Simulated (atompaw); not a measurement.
phosphorus (P): one change to a PAW (atompaw) potential, before and after

atompaw 4.2.0.5 input, output lines left out:

```
P 15
GGA-PBESOL loggrid 1500 logderivrange -3 5 201
3 3 0 0 0 0
3 1 3
0 0 0
c
c
v
c
v
1
1.40 1.35 1.20 1.30
y
-0.05
n
y
3.95
n
custom polynom2 7 10 vanderbiltortho sinc
2 -0.5 troulliermartins
1.40
1.40
1.30
1.40
```

All-electron outer shells of the reference configuration (PBEsol, non-relativistic, ld1.x):

| shell | level (eV) | outermost node (bohr) | outermost maximum (bohr) |
| --- | --- | --- | --- |
| 2p | -124.35 | – | 0.36 |
| 3s | -13.84 | 0.66 | 1.58 |
| 3p | -5.49 | 0.64 | 1.83 |

Change: wave 3p channel at 3.95 Ry: rc 1.40 bohr becomes 3p channel at 0.07 Ry: rc 1.40 bohr.

Cutoffs: the cutoffs (Ry, on a coarse ladder) from which the occupation-weighted sum of valence levels, in a spherical-Bessel basis at the reference potential, stays within 10 and 1 mRy of its value at 400 Ry; they do not see the model core or the augmentation charge, which bear on the density cutoff.

Task: What does the change do?

Result: The potential gets softer (21 Ry and 40 Ry → 21 Ry and 25 Ry); the bound ghosts move from p, s to s; the range in which the p phases agree narrows (upper end at the end of the scan → 3.1).

| quantity | base | changed |
| --- | --- | --- |
| cutoff, loose | 21 Ry | 21 Ry |
| cutoff, tight | 40 Ry | 25 Ry |
| bound ghosts | s, p | s |
| s: phases at 1.41 bohr within 0.05 rad from the reference energy up to (Ry; the scan ends near 5) | to the end of the scan | to the end of the scan |
| p: phases at 1.41 bohr within 0.05 rad from the reference energy up to (Ry; the scan ends near 5) | to the end of the scan | 3.1 |
| lowest overlap eigenvalue by channel | s 0.14, p 0.43 | s 0.14, p 0.18 |

 A true bound ghost makes a file unfit for plane-wave use even where its test errors are small: the radial tests pick states by their node count and pass the ghost by. The cutoffs see the waves, projectors and local potential, not the compensation charge or the core.
